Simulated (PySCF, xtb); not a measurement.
Zn(F)(SiH3) (FH3SiZn), SMILES [F][Zn][SiH3].

GFN2-xTB (xtb) at its own geometry gives an orbital gap of 3.64 eV and a dipole moment of 4.35 D.

Geometry: B3LYP-D3(BJ)/def2-TZVP.

Q: What does B3LYP/def2-TZVPD (PySCF) give? (An estimate is asked for; the answer gives what the named calculation found.)

A: gap 7.07 eV (levels -8.34 and -1.27 eV), dipole 2.72 D.
